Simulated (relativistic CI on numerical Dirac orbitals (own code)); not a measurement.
**Electric-dipole transitions in Pt XXXVII**

Computed by Dirac-Coulomb-Breit CI, orbitals from a KLI potential per configuration, QED by a radiative potential, unscaled Slater integrals (own radial code, finite nucleus).

Configuration list (outside the closed core [Ar] 3d10): 4s2 4p6 4d6, 4s2 4p6 4d5 4f, 4s2 4p5 4d7, 4s 4p6 4d7, 4s2 4p5 4d6 4f, 4s 4p6 4d6 4f, 4s2 4p6 4d5 5s, 4s2 4p6 4d4 4f 5s, 4s2 4p6 4d5 5d, 4s2 4p6 4d5 6s, 4s 4p6 4d6 5s, 4p6 4d8, 4p5 4d9, 4p5 4d8 4f, 4s2 4p6 4d4 5s2, 4s2 4p6 4d3 4f 5s2, 4s2 4p5 4d4 4f 5s2, 4s 4p6 4d4 4f 5s2. Double excitations out of closed p, d and f shells are left out; levels of such configurations are missing from the list, as are those of other unlisted configurations, and high levels can miss mixing partners.

| λ vac (Å) | Lower | Upper | A (s⁻¹) | log gf | S velocity/length |
| --- | --- | --- | --- | --- | --- |
| 44.484 | 4s2 4p6 4d6 3P_2 [2] | 4s2 4p6 4d5 4f 3P°_2 [342] | 9.48e+11 | 0.15 | 0.75 |
| 44.492 | 4s2 4p6 4d6 3F_4 [1] | 4s2 4p6 4d5 4f 3G°_4 [321] | 1.53e+12 | 0.61 | 0.78 |
| 44.507 | 4s2 4p6 4d6 3P_0 [3] | 4s2 4p6 4d5 4f 3D°_1 [382] | 1.88e+12 | 0.22 | 0.76 |
| 44.512 | 4s2 4p6 4d6 3F_4 [1] | 4s2 4p6 4d5 4f 3G°_5 [319] | 6.51e+11 | 0.33 | 0.79 |
| 44.536 | 4s2 4p6 4d6 3F_4 [1] | 4s2 4p6 4d5 4f 3G°_5 [317] | 1.33e+12 | 0.64 | 0.81 |
| 44.551 | 4s2 4p6 4d6 3P_2 [2] | 4s2 4p6 4d5 4f 3F°_3 [340] | 8.45e+11 | 0.25 | 0.78 |
| 44.562 | 4s2 4p6 4d6 3F_4 [1] | 4s2 4p6 4d5 4f 3F°_4 [316] | 2.32e+12 | 0.79 | 0.78 |
| 44.597 | 4s2 4p6 4d6 3P_2 [2] | 4s2 4p6 4d5 4f 3D°_2 [338] | 2.46e+12 | 0.56 | 0.76 |
| 44.627 | 4s2 4p6 4d6 3P_2 [2] | 4s2 4p6 4d5 4f 3D°_1 [336] | 4.16e+12 | 0.57 | 0.76 |
| 44.666 | 4s2 4p6 4d6 3F_4 [1] | 4s2 4p6 4d5 4f 3G°_5 [314] | 1.99e+12 | 0.82 | 0.81 |
| 44.668 | 4s2 4p6 4d6 3F_4 [1] | 4s2 4p6 4d5 4f 3G°_3 [313] | 3.11e+11 | -0.19 | 0.70 |
| 44.678 | 4s2 4p6 4d6 3F_4 [1] | 4s2 4p6 4d5 4f 3G°_4 [312] | 4.94e+11 | 0.12 | 0.78 |
| 44.694 | 4s2 4p6 4d6 3P_2 [2] | 4s2 4p6 4d5 4f 3F°_3 [333] | 3.15e+12 | 0.82 | 0.79 |
| 44.793 | 4s2 4p6 4d6 3F_4 [1] | 4s2 4p6 4d5 4f 3D°_3 [306] | 1.89e+12 | 0.60 | 0.73 |
| 44.836 | 4s2 4p6 4d6 3F_4 [1] | 4s2 4p6 4d5 4f 3D°_3 [305] | 1.80e+12 | 0.58 | 0.73 |
| 44.870 | 4s2 4p6 4d6 3F_4 [1] | 4s2 4p6 4d5 4f 3H°_5 [304] | 1.78e+11 | -0.23 | 0.82 |
| 44.909 | 4s2 4p6 4d6 3F_4 [1] | 4s2 4p6 4d5 4f 3F°_3 [302] | 2.22e+11 | -0.33 | 0.74 |
| 45.150 | 4s2 4p6 4d6 3P_0 [3] | 4s2 4p6 4d5 4f 3P°_1 [360] | 9.67e+11 | -0.05 | 0.77 |
| 46.526 | 4s2 4p6 4d6 5D_3 [4] | 4s2 4p6 4d5 4f 3D°_3 [361] | 3.25e+11 | -0.13 | 0.77 |
| 50.661 | 4s2 4p6 4d6 3H_6 [8] | 4s2 4p6 4d5 4f 3G°_5 [261] | 3.08e+11 | 0.11 | 0.64 |

Terms are leading LS components. Brackets give the number of a level in order of energy, since labels repeat. The list gives strong lines, with weight on those to low levels, among the lowest 400 of 8057 levels, so that lines to higher ones, which can be the strongest, are missing. Levels whose partners in the same complex of configurations lie outside the list can be far off, and so can their lines. Rates are taken at the computed energies, electric ones in the length gauge. A velocity-to-length ratio far from 1 marks an uncertain rate.

At this charge energies of transitions that change n are usually good to better than 1 %, and those within a shell (Δn = 0) to a few per cent. Terms inside the open d or f shell come out 10 to 20 % too wide with unscaled integrals.

LS names give the leading component of a level, which can be under half, so a name can repeat, a term be missing and a line seem to break the LS rules.
